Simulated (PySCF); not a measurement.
CaO, SMILES [O]=[Ca].

Geometry optimised at PBE0-D3(BJ)/def2-TZVPD.

Calculation: PBE0-D3(BJ)/def2-TZVPD (PySCF).

Frequencies are harmonic and unscaled.

Computed normal modes with their intensities:
| mode | ν (cm⁻¹) | IR (km/mol) | moving atoms (share of kinetic energy) |
|---|---|---|---|
| 1 | 785 | 141.8 | O 71 %, Ca 29 % |
